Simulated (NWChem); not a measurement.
Program: NWChem. System: CNO, charge 0, spin multiplicity 4, at the geometry of a parent with another charge or spin, in a state set for the comparison that need not be this species' ground state. Its SCF solution wasn't tested for a lower state. Level: ROCCSD(T)/def2-TZVP, 3 core orbitals frozen.

Output (cleaned and shortened):

```
             Northwest Computational Chemistry Package (NWChem) 7.3.0
             --------------------------------------------------------

                                NWChem Input Module
                                -------------------

 Scaling coordinates for geometry "geometry" by  1.889725989
 (inverse scale =  0.529177249)

 Turning off AUTOSYM since
 SYMMETRY directive was detected!

                             Geometry "geometry" -> ""
                             -------------------------

 Output coordinates in angstroms (scale by  1.889725989 to convert to a.u.)

  No.       Tag          Charge          X              Y              Z
 ---- ---------------- ---------- -------------- -------------- --------------
    1 O                    8.0000     0.00000000     0.00000000     1.13950600
    2 C                    6.0000     0.00000000     0.00000000    -0.04087100
    3 N                    7.0000     0.00000000     0.00000000    -1.26726000

 Effective nuclear repulsion energy (a.u.)      51.9544075690

            Nuclear Dipole moment (a.u.)
            ----------------------------
        X                 Y               Z
 ---------------- ---------------- ----------------
     0.0000000000     0.0000000000     0.0000037795

      Symmetry information
      --------------------

 Group name             C2v
 Group number             16
 Group order               4
 No. of unique centers     3

      Symmetry unique atoms

     1    2    3


 Summary of "ao basis" -> "" (spherical)
 ------------------------------------------------------------------------------
       Tag                 Description            Shells   Functions and Types
 ---------------- ------------------------------  ------  ---------------------
 *                         def2-tzvp                  on all atoms

 Summary of "ao basis" -> "ao basis" (spherical)
 ------------------------------------------------------------------------------
       Tag                 Description            Shells   Functions and Types
 ---------------- ------------------------------  ------  ---------------------
 O                         def2-tzvp                11       31   5s3p2d1f
 C                         def2-tzvp                11       31   5s3p2d1f
 N                         def2-tzvp                11       31   5s3p2d1f

                                 NWChem SCF Module
                                 -----------------
[...]
       Number of AO shells :    33
        Use of symmetry is : on
      Symmetry adaption is : on
         Schwarz screening : 0.10D-09

          Correlation Information
          -----------------------
          Calculation type : Coupled-cluster singles & doubles w/ perturbation
   Perturbative correction : (T)
            Max iterations :      100
        Residual threshold : 0.10D-05
     T(0) DIIS level shift : 0.00D+00
     L(0) DIIS level shift : 0.00D+00
     T(1) DIIS level shift : 0.00D+00
     L(1) DIIS level shift : 0.00D+00
     T(R) DIIS level shift : 0.00D+00
     T(I) DIIS level shift : 0.00D+00
   CC-T/L Amplitude update :  5-th order DIIS
                I/O scheme : Global Array Library
        L-threshold :  0.10D-05
        EOM-threshold :  0.10D-05
 no EOMCCSD initial starts read in
 TCE RESTART OPTIONS
 SLICE:      F
 D4D5:       F
 quantumc:   F
 qrotation:  F
 pwtce:      F
 qducc:      F
 nacto:                         0
 nrotv:                         0
 nrot:                          0

            Memory Information
            ------------------
          Available GA space size is     249019502 doubles
          Available MA space size is     104853652 doubles

 Maximum block size supplied by input
 Maximum block size        24 doubles

 tile_dim =     19

 -------------------------------------------------

 Global array virtual files algorithm will be used

 Parallel file system coherency ......... OK

 4-electron integrals stored in orbital form

 v2    file size   =          3816379
 4-index algorithm nr.  13 is used
 imaxsize =       30
 imaxsize ichop =        0


CCSD iterations
 ---------------------------------------------------------
 Iter          Residuum       Correlation     Cpu    Wall
 ---------------------------------------------------------
    1   0.2620952588556  -0.5215133393281     0.8     0.8
    2   0.1054256214225  -0.5000797044579     0.7     0.7
    3   0.0986165617418  -0.5140775528992     0.7     0.7
    4   0.1095807780970  -0.5175932520860     0.7     0.7
    5   0.1660979040167  -0.5095579034030     0.7     0.7
    6   0.0093424973529  -0.5165542662704     0.7     0.7
    7   0.0103993100065  -0.5158890390926     0.7     0.7
    8   0.0079430060947  -0.5168521849486     0.7     0.7
    9   0.0149407883186  -0.5160863601051     0.7     0.7
   10   0.0210228210175  -0.5176267337186     0.7     0.7
   11   0.0010495410227  -0.5171577461474     0.7     0.7
   12   0.0005387006763  -0.5170569548877     0.7     0.7
   13   0.0006193445823  -0.5171109818822     0.6     0.6
   14   0.0006522403696  -0.5170583941398     0.7     0.7
   15   0.0010611614182  -0.5171193386548     0.7     0.7
   16   0.0000832863216  -0.5170841889399     0.6     0.6
   17   0.0001095621164  -0.5170792737817     0.7     0.7
   18   0.0000668299272  -0.5170851926338     0.7     0.7
   19   0.0001186172469  -0.5170812804634     0.6     0.6
   20   0.0001274925967  -0.5170888879983     0.7     0.7
   21   0.0000109802080  -0.5170873038683     0.6     0.6
   22   0.0000074945100  -0.5170859718555     0.7     0.7
   23   0.0000080151989  -0.5170869219614     0.6     0.6
   24   0.0000131488568  -0.5170859471216     0.7     0.7
   25   0.0000206328685  -0.5170873250776     0.7     0.7
   26   0.0000011706204  -0.5170865508877     0.7     0.7
   27   0.0000009503604  -0.5170865151379     0.7     0.7
 -----------------------------------------------------------------
 Iterations converged
 CCSD correlation energy / hartree =        -0.517086515137883
 CCSD total energy / hartree       =      -167.482766446142278

 Singles contributions
    11b1  (beta ) ---     9b1  (beta )        0.1619574312
    10b2  (beta ) ---     8b2  (beta )        0.1002891993

 Doubles contributions
 CCSD(T)
 Using plain CCSD(T) code
             total no. of tasks         2756
 total no. of tasks / no. procs         2756
                         wl_min            1           1.0
                         wl_max       415872           8.6
        thresh for no. of tasks         2756

 CCSD[T]  correction energy / hartree =        -0.028252518787140
 CCSD[T] correlation energy / hartree =        -0.545339033925023
 CCSD[T] total energy / hartree       =      -167.511018964929406
 CCSD(T)  correction energy / hartree =        -0.024970261693213
 CCSD(T) correlation energy / hartree =        -0.542056776831095
 CCSD(T) total energy / hartree       =      -167.507736707835505

 Task  times  cpu:       36.2s     wall:       36.2s

 Total times  cpu:       36.2s     wall:       36.2s
```

Task: Write an NWChem input that would produce this output.

Result: This is not unique; one that fits is 
```
start mol
memory heap 100 mb stack 700 mb global 1900 mb
geometry units angstroms nocenter noautoz
  O      0.000000     0.000000     1.139506
  C      0.000000     0.000000    -0.040871
  N      0.000000     0.000000    -1.267260
  symmetry group C2v
end
basis spherical
  * library def2-tzvp
end
scf
  rohf
  nopen 3
  maxiter 100
  thresh 1e-7
  semidirect memsize 60000000 filesize 0
  # guess.movecs holds the orbitals of an unrestricted PBE0 run
  vectors input guess.movecs output mol.movecs
end
tce
  freeze core 3
  ccsd(t)
  2eorb
  2emet 13
  thresh 1e-6
  maxiter 100
  tilesize 24
end
task tce energy
```
